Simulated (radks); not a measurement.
Fractional charge and spin in the 5s shell of cerium: the spin-up occupation runs from 0 to 1 and the spin-down occupation from 0 to 1; the fullest corner is Ce3+, [Kr] 4d10 4f(up 0.5, down 0.5) 5p6 5s(up 1, down 1). Calculated with a radial shooting solver on a logarithmic mesh with Libxc functionals: scalar-relativistic Kohn-Sham, PBEsol, spin-polarised, spherical densities, finite nucleus; Fermi nuclear charge, rms radius of each element as measured or else 0.836 A^(1/3) + 0.57 fm. Energy (eV) minus the two flat planes that join the four corners (they meet along the diagonal where the two added fractions sum to one electron); zero is where a piecewise linear energy would lie.

\begin{tabular}{lrrr}
down \ up & 0 & 0.5 & 1 \\ \hline
0 & 0.000 & -1.734 & 0.000 \\
0.5 & -1.734 & 0.243 & -1.662 \\
1 & 0.000 & -1.662 & 0.000 \\
\end{tabular}

Corners above the fullest one (they belong to Ce4+ and the next ion): (up 1, down 0) 70.299 eV, (up 0, down 1) 70.299 eV, (up 0, down 0) 155.16 eV. With half an added electron in each spin the energy lies 0.243 eV from the planes, and with half an added electron in spin up alone -1.734 eV. The planes are only a guide here: the flat-plane condition holds for ground states with one frontier orbital, while this shell lies below other occupied shells, so the corners above the fullest one are inner-hole states and not the ground states of those ions.
